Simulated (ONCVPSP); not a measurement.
# lanthanum (La), ONCV: configuration errors across variants

```json
{
 "Element": "La",
 "Generator": "ONCVPSP 4.0.1",
 "Type": "optimised norm-conserving Vanderbilt (ONCV)",
 "Functional": "PBEsol",
 "Relativity": "fully relativistic",
 "Frozen core": "[Kr] 4d10",
 "Valence charge": "11",
 "Reference configuration": "5s2 5p6 5d1.5 6s1.5",
 "Partial waves": "5s+6s: rc 2.20 bohr, ncon 4, nbas 8, qcut 4.6 1/bohr, 2 projectors; 5p: rc 1.95 bohr, ncon 4, nbas 7, qcut 4.7 1/bohr, 2 projectors, debl 2 Ha; 5d: rc 3.40 bohr, ncon 3, nbas 8, qcut 5 1/bohr, 2 projectors, debl 0.4 Ha; f scattering state at 0.41 Ha: rc 3.70 bohr, ncon 3, nbas 8, qcut 2.6 1/bohr, 2 projectors, debl 1.9 Ha",
 "Local potential": "polynomial inside 1.35 bohr (lpopt 5, dvloc0 3 Ha)",
 "Core correction": "none"
}
```

Open shells are filled in proportion to 2j + 1.

In the f channel the program set the typed energies aside and used -0.126, 1.774 Ha (j = l + 1/2; the other j can differ).

All-electron excitation energies from the reference (eV): (1) 5s2 5p6 5d1 6s2 -0.356; (2) 5s2 5p6 5d1 6s1 5.643; (3) 5s2 5p6 5d1 6s0 16.490; (4) 5s2 5p6 5d1 6s1.5 2.059.

Errors AE − PS in meV (a dash: test not solved or not reliable):

```csv
change,(1),(2),(3),(4),bound ghosts,GHOST(+) flags above zero
base,-0.8,0.0,0.0,-0.4,none,"s, f7/2, f5/2"
d: rc 2.32,-0.8,0.0,+0.1,-0.4,none,"s, f7/2, f5/2"
d: rc 2.66,-1.0,-0.1,0.0,-0.5,none,"s, f7/2, f5/2"
d: rc 3.22,-0.9,-0.1,0.0,-0.5,none,"s, f7/2, f5/2"
d: rc 3.38,-0.9,0.0,0.0,-0.4,none,"s, f7/2, f5/2"
d: rc 3.92,-0.2,+0.5,+0.3,+0.1,none,"s, f7/2, d3/2, f5/2"
d: rc 4.26,+0.9,+1.6,+1.1,+1.2,none,"s, f7/2, f5/2"
d: rc 4.58,+1.5,+2.3,+1.8,+1.8,none,"s, f7/2, f5/2"
```

Problem. Give the same row for: d: rc 4.96.

Solution. +4.2, +5.6, +4.8, +4.6; bound ghosts: none; GHOST(+) flags above zero: s, f7/2, f5/2.
